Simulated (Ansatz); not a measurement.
Consider the hydrogenolysis of the In–C bond: `[CH3][In]([Cl])[N]=C=O` + H₂ → `O=C=[N][InH][Cl]` + CH₄.

Computed with Ansatz on PBE0-D4/def2-TZVP structures; ΔE is electronic, products minus reactants. CBS: MP2 limit from def2 TZ/QZ plus the TZ coupled-cluster correction, frozen cores. This one scheme is used for every species. Elements past krypton have def2 core potentials. For In outer-core shells are correlated without core-valence functions, which leaves a few kJ/mol of doubt a bond. Each species was taken in one conformer, which may not be the lowest.

```csv
species,CCSD(T)/CBS(def2) energy (Eh)
`[CH3][In]([Cl])[N]=C=O`,-857.45851
H₂,-1.17544
`O=C=[N][InH][Cl]`,-818.18295
CH₄,-40.46206
```

Q: Work out ΔE.

A: ΔE = (-818.18295) + (-40.46206) − (-857.45851) − (-1.17544) = -0.01106 Eh = -29.0 kJ/mol.

Largest T1 diagnostic among the species: 0.016.

Leaving LDA and LC-ωPBE aside and taking each functional with its dispersion term where it has one, the values, not all of them listed here, spread over 19.8 kJ/mol, from B97M-V to revPBE-D4. In def2-TZVPP, CCSD(T) changes the Hartree–Fock value by +27.3 kJ/mol (the triples alone add +4.9 kJ/mol) and MP2 by +36.0 kJ/mol. The D4 term adds +5.8 kJ/mol with B3LYP and +3.4 kJ/mol with PBE0; it sums over pairs of atoms, weighted by their polarisabilities, and B3LYP, whose exchange is more repulsive, gets the larger term.

B3LYP here is the variant with VWN-RPA as its local correlation; programs differ in this.
